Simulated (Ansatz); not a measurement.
Reaction (SMILES): [SiH3][SiH2][SiH2][SiH2][SiH3] [bis(disilanyl)silane] + 4 [H][H] (H2) → 5 [SiH4] (SiH4)
Geometries: B3LYP-D3(BJ)/def2-TZVP minima from Ansatz (a quantum-chemistry and plane-wave program), one conformer each, not searched for the lowest.

Quantity: energy of full hydrogenation (electronic energy difference), in kcal/mol. Valence correlation only, unless marked. Spin-orbit coupling is left out. Non-relativistic. CBS marks a two-point X^-3 extrapolation of the correlation energy; Hartree-Fock from the larger set.

```json
[
 {"level": "HF/cc-pV(T+d)Z", "program": "Ansatz", "energy of full hydrogenation (kcal/mol)": "-43.8", "minus last row": "-31.4"},
 {"level": "PBE0/6-31G*", "program": "Ansatz", "energy of full hydrogenation (kcal/mol)": "-10.1", "minus last row": "2.3"},
 {"level": "PBE0-D3(BJ)/def2-TZVPD", "program": "Ansatz + dftd3", "energy of full hydrogenation (kcal/mol)": "-4.6", "minus last row": "7.8"},
 {"level": "PBE0/def2-QZVPP", "program": "Ansatz", "energy of full hydrogenation (kcal/mol)": "-11.1", "minus last row": "1.3"},
 {"level": "r2SCANh/def2-TZVPD", "program": "Ansatz", "energy of full hydrogenation (kcal/mol)": "-10.0", "minus last row": "2.4"},
 {"level": "r2SCAN0-D4/def2-TZVPD", "program": "Ansatz + dftd4", "energy of full hydrogenation (kcal/mol)": "-10.2", "minus last row": "2.2"},
 {"level": "CAM-B3LYP/def2-TZVPD", "program": "Ansatz", "energy of full hydrogenation (kcal/mol)": "-27.6", "minus last row": "-15.2"},
 {"level": "LC-wPBE-D3(BJ)/def2-TZVPD", "program": "Ansatz + dftd3", "energy of full hydrogenation (kcal/mol)": "-8.4", "minus last row": "4.0"},
 {"level": "MP2/cc-pV(Q+d)Z", "program": "Ansatz", "energy of full hydrogenation (kcal/mol)": "-13.4", "minus last row": "-1.0"},
 {"level": "MP2/CBS(cc-pV(T+d)Z,cc-pV(Q+d)Z)", "program": "Ansatz", "energy of full hydrogenation (kcal/mol)": "-12.1", "minus last row": "0.3"},
 {"level": "SCS-MP2/cc-pV(T+d)Z", "program": "Ansatz", "energy of full hydrogenation (kcal/mol)": "-21.7", "minus last row": "-9.3"},
 {"level": "SCS-MP2/cc-pV(Q+d)Z", "program": "Ansatz", "energy of full hydrogenation (kcal/mol)": "-20.9", "minus last row": "-8.5"},
 {"level": "CCSD(T)/6-31G*", "program": "Ansatz", "energy of full hydrogenation (kcal/mol)": "-3.4", "minus last row": "9.0"},
 {"level": "CCSD(T) with core electrons (1s frozen past Ne)/cc-pwCVTZ", "program": "Ansatz", "energy of full hydrogenation (kcal/mol)": "-15.2", "minus last row": "-2.8"},
 {"level": "CCSD(T)/CBS(cc-pV(T+d)Z,cc-pV(Q+d)Z)", "program": "Ansatz", "energy of full hydrogenation (kcal/mol)": "-12.4", "minus last row": "0.0"}
]
```
